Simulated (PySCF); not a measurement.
# `COC=C=C=CC(C)=O`, C7H8O2

Molfile (atoms numbered from 1):
```
C7H8O2
     RDKit          3D

 17 16  0  0  0  0  0  0  0  0999 V2000
    3.2760    0.9951    1.4184 C   0  0  0  0  0  0  0  0  0  0  0  0
    1.9760    0.7571    0.9320 O   0  0  0  0  0  0  0  0  0  0  0  0
    1.7951   -0.3864    0.2436 C   0  0  0  0  0  0  0  0  0  0  0  0
    0.6209   -0.7250   -0.2634 C   0  0  0  0  0  0  0  0  0  0  0  0
   -0.4890   -1.0453   -0.7433 C   0  0  0  0  0  0  0  0  0  0  0  0
   -1.6724   -1.3595   -1.2399 C   0  0  0  0  0  0  0  0  0  0  0  0
   -2.8557   -0.5118   -1.0886 C   0  0  0  0  0  0  0  0  0  0  0  0
   -2.6462    0.7689   -0.3155 C   0  0  0  0  0  0  0  0  0  0  0  0
   -3.9298   -0.8266   -1.5577 O   0  0  0  0  0  0  0  0  0  0  0  0
    3.2361    1.9493    1.9405 H   0  0  0  0  0  0  0  0  0  0  0  0
    3.5886    0.2117    2.1164 H   0  0  0  0  0  0  0  0  0  0  0  0
    4.0007    1.0585    0.6002 H   0  0  0  0  0  0  0  0  0  0  0  0
    2.6606   -1.0331    0.1163 H   0  0  0  0  0  0  0  0  0  0  0  0
   -1.8076   -2.2796   -1.7911 H   0  0  0  0  0  0  0  0  0  0  0  0
   -2.2955    0.5393    0.6882 H   0  0  0  0  0  0  0  0  0  0  0  0
   -1.8860    1.3736   -0.8050 H   0  0  0  0  0  0  0  0  0  0  0  0
   -3.5788    1.3241   -0.2610 H   0  0  0  0  0  0  0  0  0  0  0  0
  1  2  1  0
  2  3  1  0
  3  4  2  0
  4  5  2  0
  5  6  2  0
  6  7  1  0
  7  8  1  0
  7  9  2  0
  1 10  1  0
  1 11  1  0
  1 12  1  0
  3 13  1  0
  6 14  1  0
  8 15  1  0
  8 16  1  0
  8 17  1  0
M  END
```

Level of theory: quadratic response wB97X-D/def2-SVPD first hyperpolarisability, Taylor convention, gas phase in PySCF. Geometry: GFN2-xTB.

**Question.** Give β for the processes computed.

**Answer.** In au, Taylor convention; the vector part is βᵢ = ⅓ Σⱼ (βᵢⱼⱼ + βⱼᵢⱼ + βⱼⱼᵢ); β∥ is 3/5 of the vector part along the dipole, the dipole points from − to +:
| process | λ (nm) | β vector norm | β∥ | β HRS | depolarisation ratio |
| --- | --- | --- | --- | --- | --- |
| static β(0;0,0) | ∞ | 423.6 | 251.9 | 174.8 | 5.06 |
| second harmonic β(−2ω;ω,ω) | 1907 | 511.2 | 305.0 | 209.2 | 5.13 |
| Pockels β(−ω;ω,0) | 1907 | 450.6 | 268.3 | – | – |
| second harmonic β(−2ω;ω,ω) | 1340 | 624.8 | 373.5 | 254.3 | 5.16 |
| Pockels β(−ω;ω,0) | 1340 | 480.5 | 286.4 | – | – |

**Question.** Which lowest excitations, dipole and polarisabilities go with it?

**Answer.** S1 3.59 eV (f = 0.000); S2 4.40 eV (f = 0.717); S3 4.63 eV (f = 0.000); dipole 7.09 D; isotropic α 115.2 au static, 116.1 au at 1907 nm, 117.0 au at 1340 nm, 118.9 au at 953.5 nm, 123.4 au at 670 nm.
